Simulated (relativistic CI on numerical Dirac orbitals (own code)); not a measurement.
Computed by Dirac-Coulomb-Breit CI, KLI orbitals optimised for each configuration, QED by a radiative potential, unscaled Slater integrals (own radial code, finite nucleus).

The strongest absorption lines from the ground level of an ion, among the configurations computed and to levels below about 10500 eV (vacuum wavelength in nm, gf): 0.11899 (0.094), 0.12006 (0.054), 0.12308 (0.27), 0.13363 (0.51), 0.15298 (0.29), 0.15796 (1.5), 0.17463 (2.4), 0.19004 (0.15).

Which ion is it?
A. Dy54+
B. Dy56+
C. Lu61+
D. Os66+

B. Dy56+ has 10 electrons and the ground level 2s²2p⁶ ¹S0; the strongest line goes to 2s²2p⁵3d ¹P°1. The pattern of lines fixes the number of electrons, and along that sequence the line energies rise steadily with the charge (about as its square where n changes within one kind of shell, about linearly where n is kept but much faster in heavy ions where fine structure, which grows about as Z⁴, sets the gap, and irregularly where shells cross), which fixes Z. Configurations outside the model, such as inner-shell arrays, can give stronger lines. At this charge energies of transitions that change n are usually good to better than 1 %, and those within a shell (Δn = 0) to a few per cent.

LS names give the leading component of a level, which can be under half, so a name can repeat, a term be missing and a line seem to break the LS rules.
